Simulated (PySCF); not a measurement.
## Br: excitation energy

Br [Ar] 3d10 4s2 4p5 (2P) → Br [Ar] 3d10 4s1 4p6 (2S), as a difference of total energies. All numbers are calculated (PySCF 2.14, scalar relativity through the core potential, in aug-cc-pwCVDZ-PP with ECP10MDF). Correlated levels: valence: 3s2 3p6 3d10 frozen. The calculations carry no spin-orbit coupling.

| method | excitation energy (eV) |
| --- | --- |
| UHF | 15.065 |
| MP2 (valence) | 12.936 |
| SCS-MP2 (valence) | 12.679 |
| CCSD (valence) | 11.206 |
| CCSD(T) (valence) | 10.616 |

Task: How much does correlation contribute at CCSD(T) (valence)?

Result: 10.616 − (15.065) = -4.449 eV, measured against UHF.

The upper state lies above the first ionisation limit, where it may autoionise and the basis confines it.

The coupled-cluster amplitudes are large for the upper state (T1 above 0.03 or a double amplitude above 0.15), so a single reference is strained.
